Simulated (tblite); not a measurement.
Species: C6H10OSi2.
SMILES with atom numbers: `[CH:1]#[C:2][C@@H:3]1[CH:4]=[CH:5][CH2:6][Si@H:7]1[O:8][SiH3:9]` (hydrogens: H10 on C1; H11 on C3; H12 on C4; H13 on C5; H14, H15 on C6; H16 on Si7; H17, H18, H19 on Si9)

Structure used (GFN2-xTB), in Å, numbered top down from 1:
```xyz
19
C6H10OSi2 angstrom
C     -3.229   -1.720   -0.559
C     -2.142   -1.337   -0.232
C     -0.853   -0.830    0.176
C     -1.028    0.165    1.297
C     -0.690    1.426    1.090
C     -0.134    1.827   -0.245
Si     0.038    0.182   -1.191
O      1.582   -0.291   -1.360
Si     3.112   -0.600   -0.909
H     -4.172   -2.074   -0.850
H     -0.250   -1.678    0.522
H     -1.442   -0.188    2.230
H     -0.797    2.186    1.853
H     -0.817    2.526   -0.729
H      0.811    2.358   -0.117
H     -0.516    0.105   -2.536
H      3.094   -1.238    0.409
H      3.814    0.682   -0.861
H      3.610   -1.490   -1.952
```

Calculated harmonic vibrations of the isolated species, GFN2-xTB (tblite), most abundant isotopes, no scaling. Against measured fundamentals such values can be off by several per cent, at times by over 20. Modes of hydrogen on silicon can be 10 to 20 % off. One conformer, not necessarily the lowest.

Harmonic wavenumbers (cm⁻¹): 25.4, 29.6, 39.7, 61.6, 115.8, 138.6, 184.3, 229.7, 320.1, 366.0, 398.6, 485.7, 556.6, 571.8, 602.1, 609.0, 613.0, 637.8, 659.1, 675.8, 710.0, 742.7, 762.9, 780.8, 791.9, 811.3, 825.6, 901.2, 974.6, 1013.6, 1053.0, 1080.5, 1099.8, 1103.7, 1176.0, 1215.7, 1242.8, 1311.1, 1458.4, 1708.3, 2239.8, 2258.5, 2283.6, 2289.4, 2319.6, 2900.4, 2957.7, 2980.9, 3055.6, 3075.2, 3397.3.

A = 1901, B = 744.3, C = 635.5 MHz; mass 154.027 u (most abundant isotopes); point group C1, symmetry number 1.

Problem. What is the zero-point energy?

Solution. ½Σν̃ = 28921 cm⁻¹ = 82.69 kcal/mol.

Problem. Give the ideal-gas entropy at 500 K and 1 bar in the rigid-rotor, harmonic-oscillator model (classical rotation).

Solution. Translation 43.60, rotation 31.80, vibration 65.96: S = 141.4 cal/(mol K).

Problem. And Cp and H(500 K) − H(0)?

Solution. Cp = 64.17 cal/(mol K), of which vibrations give 56.22 (their classical limit is 51 R = 101.3); H(500 K) − H(0) = 19.45 kcal/mol without the zero-point energy, 15.47 from vibrations.

Problem. Blend soft modes into free rotors: weight 1/[1 + (100 cm⁻¹/ν̃)⁴] for the oscillator and the rest for a rotor with moment μB/(μ + B), μ = h/(8π²ν), B = 10⁻⁴⁴ kg m². What vibrational entropy results?

Solution. 57.32 cal/(mol K) in place of 65.96, which changes −T·S at 500 K by +4.32 kcal/mol.

Problem. Which modes carry the vibrational entropy at 500 K?

Solution. 25.4 cm⁻¹: 7.19; 29.6 cm⁻¹: 6.88; 39.7 cm⁻¹: 6.30; 61.6 cm⁻¹: 5.43; 115.8 cm⁻¹: 4.18; 138.6 cm⁻¹: 3.83 cal/(mol K); the other 45 give 32.15 together.

Problem. How do the functions run with temperature in this model?

Solution. 
```
T (K)  S (cal/(mol K))  Cp (cal/(mol K))  H − H(0) (kcal/mol)  G − H(0) (kcal/mol)  ln q(vib)
  100             79.0              21.9                 1.62                -6.28       4.09
  200             97.4              33.2                 4.35               -15.14       7.82
  300            113.3              45.7                 8.30               -25.69      11.19
  800            175.3              80.0                41.30               -98.94      26.42
 1000            193.9              86.6                57.99              -135.91      31.68
```

q(vib) and H(0) count from the zero-point level.

Hindered rotation and anharmonicity are outside this model. Other conformers, if any are populated, would add a mixing term that is left out. The structure is chiral; the term R ln 2 for an equal mix with its mirror image is left out.
